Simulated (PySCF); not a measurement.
**Electron correlation in Pb⁺ (lead, charge +1)**

[Xe] 4f14 5d10 6s2 6p1, 2P determinant. All numbers are calculated (PySCF 2.14, a scalar-relativistic core potential, in aug-cc-pwCVDZ-PP with ECP60MDF (6s5p4d1f, 48 functions)). Frozen: 5s2 5p6 5d10; 3 electrons correlated.

MP2 pair energies summed by pair of shells (mhartree):

```tsv
pair	energy	share (%)
6s-6s	-14.85	59.0
6s-6p	-10.30	41.0
```

Total MP2 correlation energy: -25.14 mhartree.

Same-spin part -2.00 and opposite-spin part -23.15 mhartree; SCS-MP2 scales them by 1/3 and 6/5 to -28.44 mhartree.
